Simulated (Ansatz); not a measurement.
## One elementary step

Start structure (C₂H₇Ga, singlet), relaxed at PBE0-D4/def2-TZVP:

```csv
atom,x (Å),y (Å),z (Å)
Ga1,-0.6630,0.3098,-0.1057
C2,0.8736,1.4093,0.4569
C3,-0.4599,-1.6294,-0.3933
H4,0.2541,-1.8099,-1.2030
H5,-2.0606,1.0123,-0.3236
H6,1.7932,0.8302,0.5534
H7,1.0439,2.2175,-0.2603
H8,0.6613,1.8853,1.4189
H9,-0.0440,-2.1014,0.5017
H10,-1.3984,-2.1238,-0.6449
```

The step: C₂H₇Ga ([CH3][GaH][CH3]) → CH₃Ga ([CH2][GaH]) + CH₄; bonds formed: C2–H4; bonds broken: Ga1–C2, C3–H4. Ansatz 0.2.0; basis: def2-TZVPP and def2-QZVPP; cores frozen in the correlated methods. Filled d shells of the heavier atoms are correlated. The def2 sets are not built for correlating such inner shells, so the correlated values are less sure here. Extrapolation: Hartree–Fock as exp(−7.88 √X), correlation as X^−2.97. Energies below are by CCSD(T) at an estimated basis limit (MP2 extrapolated from triple and quadruple zeta, plus CCSD(T) − MP2 in triple zeta).

Task: What are the electronic barrier and the energy of the step, from the start structure to the end structure? (An estimate is asked for; the value comes from the calculation.)

Result: By the calculation: Barrier 3.508 eV; step energy 2.149 eV (uphill); reverse barrier, their difference, 1.359 eV. Barrier and step energy count from the start structure, the reverse barrier from the end structure.

The saddle point: One imaginary mode of 1595i cm⁻¹.
```
  pair  start (Å)  saddle (Å)  end (Å)
 C2–H4       3.67        1.41     1.09
Ga1–C2       1.97        2.26     3.00
 C3–H4       1.09        1.57     3.20
```

Zero-point energy (harmonic, PBE0-D4): ZPE is 2.103 eV at the start and 1.976 eV at the saddle, so the barrier goes from 3.508 to 3.381 eV.

The T1 diagnostic stays at or below 0.016. The restricted Hartree–Fock reference is unstable towards an unrestricted one at one or more of these structures. The start structure is not quite a true minimum (one mode of 26i cm⁻¹).

Labels in which every atom is bracketed show which atoms are joined, not bond orders.

For scale, one of the runs: CCSD(T)/def2-TZVPP, 208 basis functions, launched by `ansatz run in.yaml --threads 4 --pin off --events-out ev --progress --plain --max-ram 9574MiB`. The run took 66 s on 4 CPU threads of an Arm Neoverse V2 (shared host), with 2.8 GiB of host memory at its peak.
